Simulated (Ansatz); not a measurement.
`C[Se][SiH](F)Cl` + PH₃ → `C[Se]P` + `F[SiH2]Cl` at 500 K and 1 bar (ligand exchange at the Se–Si bond).

Program: Ansatz. Geometries: PBE0-D4/def2-TZVP. ΔE: electronic, gas phase. CCSD(T)/CBS is the MP2 limit (def2-TZVPP, def2-QZVPP) plus CCSD(T) − MP2 in def2-TZVPP, frozen cores. This one scheme is used for every species. For Se outer-core shells are correlated without core-valence functions, which leaves a few kJ/mol of doubt a bond. Scalar relativity is left out up to krypton. One conformer a species, not always the lowest.

```tsv
species	CCSD(T)/CBS energy (Eh)	H − E (kJ/mol)	S (J/(mol·K))
`C[Se][SiH](F)Cl`	-3289.96087	184.1	443.1
PH₃	-342.72256	81.5	231.4
`C[Se]P`	-2782.70431	181.9	371.6
`F[SiH2]Cl`	-849.96195	83.3	315.2
```

H − E and S are ideal-gas, rigid-rotor, harmonic terms from PBE0-D4/def2-TZVP, for one conformer and one mirror image of each species. 1 Eh = 2625.50 kJ/mol, R = 8.31446 J/(mol·K).

**Question.** By hand: ΔE, ΔH, ΔS and ΔG.

**Answer.** ΔE = (-2782.70431) + (-849.96195) − (-3289.96087) − (-342.72256) = 0.01717 Eh = 45.1 kJ/mol. Δ(H − E) = 181.9 + 83.3 − 184.1 − 81.5 = -0.4, so ΔH = 44.7 kJ/mol. ΔS = 371.6 + 315.2 − 443.1 − 231.4 = 12.3 J/(mol·K). ΔG = 44.7 − 500 × (12.3)/1000 = 38.6 kJ/mol.

**Question.** By hand: the equilibrium constant, and the temperature at which ΔG would vanish if ΔH and ΔS stayed fixed.

**Answer.** log₁₀ K = −ΔG/(RT ln 10) = -4.0. ΔG = 0 at ΔH/ΔS = 3634 K, far beyond where these terms or the molecules hold.

The number of gas molecules stays the same, so ΔS is small and ΔH decides. A doubt of 5 kJ/mol in ΔE shifts log₁₀ K by 0.5 here. Other conformers and mirror images would add mixing entropy, several J/(mol·K) or more a flexible species. Modes under 60 cm⁻¹, often nearly free rotors, make the harmonic entropy too high. These are equilibria of isolated gas molecules and say nothing of rates. Largest T1 diagnostic: 0.013 (customary marks: 0.02 for closed shells, 0.045 for open ones).
